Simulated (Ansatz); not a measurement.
`COB(F)Br` and `COB(F)[CH2][AlH2]` differ in one atom or group.

Ansatz, PBE0-D4/def2-TZVP geometries, multiplicity 1. Each molecule was computed in one conformer, which needn't be the lowest.

Scalar relativity is left out up to krypton. Spin–orbit coupling is left out; it splits and shifts lone-pair levels of the heavy atoms by tenths of an eV.

| property | `COB(F)Br` |
| --- | --- |
| HOMO–LUMO gap (PBE0/def2-TZVPP) / eV | 9.03 |
| LUMO energy (B3LYP/def2-TZVPP) / eV | 0.12 |
| HOMO–LUMO gap (B3LYP/def2-TZVPP) / eV | 8.50 |
| size of the dipole moment (PBE/def2-TZVPP) / D | 2.35 |
| size of the dipole moment (B3LYP/def2-TZVPP) / D | 2.44 |
| HOMO–LUMO gap (PBE/def2-TZVPP) / eV | 6.66 |

Question: Give the same properties after the change, and the shifts. (Best estimate.)

Answer: Ansatz gave: 
| property | `COB(F)[CH2][AlH2]` | shift |
| --- | --- | --- |
| HOMO–LUMO gap (PBE0/def2-TZVPP) / eV | 6.62 | -2.41 |
| LUMO energy (B3LYP/def2-TZVPP) / eV | -1.81 | -1.93 |
| HOMO–LUMO gap (B3LYP/def2-TZVPP) / eV | 6.17 | -2.33 |
| size of the dipole moment (PBE/def2-TZVPP) / D | 2.63 | 0.28 |
| size of the dipole moment (B3LYP/def2-TZVPP) / D | 2.79 | 0.35 |
| HOMO–LUMO gap (PBE/def2-TZVPP) / eV | 4.54 | -2.12 |

With PBE0 the HOMO rises by 0.46 eV and the LUMO falls by 1.95 eV, so the gap narrows by about 2.41 eV. PBE moves the HOMO by 0.40 eV and ωB97M-V by 0.51 eV. Dipoles are sizes alone; their direction can turn.

B3LYP here is the variant with VWN-RPA as its local correlation; programs differ in this.
